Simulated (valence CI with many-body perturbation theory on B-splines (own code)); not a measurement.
Values are calculated unless marked as measured or tabulated.
**Energy levels of La8+**

Method: configuration interaction combined with many-body perturbation theory (CI+MBPT): three valence electrons over a frozen Dirac-Fock core [Kr] 4d10, radial functions for each j: 8 s, 8 p, 9 d, 9 f, 6 g, 3 h, 2 i, with the one-electron correlation potential Σ1, the two-electron term Σ2, the three-electron term Σ3, Breit, model QED; selected CI, second order for the rest, scaled by the run's own slope (own B-spline code, finite nucleus).

No measured spectrum was set against this ion. As an estimate, levels hold to about 250 cm⁻¹ or 0.2 % of their energy and the worst to 1 %, as in measured heavy ions of charge 2 to 7; those with d or f electrons hold less well. Core correlation moves these levels by up to 33000 cm⁻¹, and in measured spectra 5 to 20 % of such shifts remained as error; rates that hang on mixing are uncertain with them.

Levels 46 to 67 of 67, with energies above the lowest level, 5s2 5p 2P°_1/2. "Leading %" is the weight of the configuration and term that name the level; weights of strongly mixed levels are sums over their largest components and can fall short. In the jj column 3d3/2^4 stands for four electrons in 3d with j = 3/2.

```tsv
No.	Configuration	Term	J	E (cm⁻¹)	Leading %	g	Leading jj
46	4f2 5s	4F	3/2	339050	99	0.400	4f5/2^2 5s (61 %)
47	4f2 5s	4F	5/2	339480	99	1.028	4f5/2 4f7/2 5s (66 %)
48	4f2 5s	4F	7/2	340040	99	1.235	4f5/2 4f7/2 5s (89 %)
49	4f2 5s	4F	9/2	340610	96	1.324	4f5/2 4f7/2 5s (52 %)
50	4f2 5s	2H	9/2	344890	48	1.017	4f5/2^2 5s (52 %)
51	4f2 5s	2G	7/2	345340	96	0.893	4f5/2 4f7/2 5s (52 %)
52	4f2 5s	2H	9/2	346200	51	1.011	4f5/2 4f7/2 5s (59 %)
53	4f2 5s	2H	11/2	347330	99	1.090	4f7/2^2 5s (63 %)
54	4f2 5s	2F	5/2	350600	96	0.865	4f5/2 4f7/2 5s (58 %)
55	4f2 5s	2F	7/2	351970	97	1.138	4f7/2^2 5s (57 %)
56	4f2 5s	2D	5/2	356030	77	1.270	4f5/2 4f7/2 5s (51 %)
57	4f2 5s	2D	3/2	356260	90	0.865	4f7/2^2 5s (36 %)
58	4f2 5s	4P	1/2	357470	99	2.668	4f5/2^2 5s (42 %)
59	4f2 5s	4P	3/2	357880	92	1.669	4f5/2 4f7/2 5s (82 %)
60	4f2 5s	4P	5/2	358640	80	1.521	4f7/2^2 5s (76 %)
61	5p3	2P°	1/2	359430	88	0.665	5p1/2 5p3/2^2 (88 %)
62	4f2 5s	2I	13/2	359950	99	1.077	4f5/2 4f7/2 5s (83 %)
63	4f2 5s	2I	11/2	360000	99	0.923	4f5/2 4f7/2 5s (82 %)
64	5s 5p 5d	4F°	3/2	364940	87	0.456	5s 5p1/2 5d3/2 (87 %)
65	4f2 5s	2P	1/2	368540	98	0.669	4f5/2 4f7/2 5s (67 %)
66	5s 5p 5d	4F°	5/2	368910	64	1.030	5s 5p1/2 5d3/2 (48 %)
67	4f2 5s	2P	3/2	369110	98	1.330	4f5/2 4f7/2 5s (57 %)
```

Names give the largest LS component (configuration and term), which can be under half, so a name can repeat, a term be missing and a line seem to break the LS rules; names also repeat where a configuration has a term twice.

Where two levels of one J and parity lie close, their mixing, g and order are uncertain.
